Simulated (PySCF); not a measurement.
Ge(H)(Cl)2(vinyl) (C2H4Cl2Ge), SMILES C=[CH][GeH]([Cl])[Cl].

Geometry optimised at PBE0-D3(BJ)/def2-SVP. Other conformers were not sampled.

The numbers are results of TDA-B3LYP/def2-SVPD in PySCF 2.14.0, not measurements.

Vertical excitations. 

Question: Give excitation energies, oscillator strengths and character. (An estimate is asked for; the answer gives what the named calculation found.)

Answer: 
```json
[
 {"state": "S1", "energy (eV)": "6.04", "λ (nm)": "205", "f": "0.013", "main pairs": "HOMO−1→LUMO 84 %"},
 {"state": "S2", "energy (eV)": "6.38", "λ (nm)": "194", "f": "0.021", "main pairs": "HOMO−2→LUMO 57 %, HOMO→LUMO 22 %"},
 {"state": "S3", "energy (eV)": "6.55", "λ (nm)": "189", "f": "0.030", "main pairs": "HOMO−3→LUMO 34 %, HOMO−2→LUMO 26 %, HOMO→LUMO+1 25 %, HOMO→LUMO 9 %"},
 {"state": "S4", "energy (eV)": "6.60", "λ (nm)": "188", "f": "0.012", "main pairs": "HOMO−3→LUMO 57 %, HOMO→LUMO+1 27 %"},
 {"state": "S5", "energy (eV)": "6.71", "λ (nm)": "185", "f": "0.016", "main pairs": "HOMO−4→LUMO 86 %"},
 {"state": "S6", "energy (eV)": "6.89", "λ (nm)": "180", "f": "0.031", "main pairs": "HOMO−1→LUMO+1 82 %"},
 {"state": "S7", "energy (eV)": "7.07", "λ (nm)": "175", "f": "0.041", "main pairs": "HOMO−2→LUMO+1 79 %"},
 {"state": "S8", "energy (eV)": "7.14", "λ (nm)": "174", "f": "0.105", "main pairs": "HOMO→LUMO+2 56 %, HOMO→LUMO 14 %, HOMO→LUMO+1 11 %"},
 {"state": "S9", "energy (eV)": "7.21", "λ (nm)": "172", "f": "0.024", "main pairs": "HOMO−3→LUMO+1 65 %, HOMO−5→LUMO 17 %"},
 {"state": "S10", "energy (eV)": "7.28", "λ (nm)": "170", "f": "0.005", "main pairs": "HOMO−5→LUMO 41 %, HOMO−3→LUMO+1 24 %, HOMO−4→LUMO+1 17 %, HOMO−1→LUMO+2 6 %"},
 {"state": "T1", "energy (eV)": "4.29", "λ (nm)": "289", "f": "0", "main pairs": "HOMO→LUMO 76 %"},
 {"state": "T2", "energy (eV)": "5.69", "λ (nm)": "218", "f": "0", "main pairs": "HOMO−1→LUMO 83 %"},
 {"state": "T3", "energy (eV)": "6.04", "λ (nm)": "205", "f": "0", "main pairs": "HOMO−2→LUMO 71 %, HOMO−2→LUMO+1 13 %"},
 {"state": "T4", "energy (eV)": "6.24", "λ (nm)": "199", "f": "0", "main pairs": "HOMO−1→LUMO+1 47 %, HOMO−4→LUMO 26 %, HOMO−5→LUMO 8 %"}
]
```
Triplets are in the Tamm–Dancoff approximation.
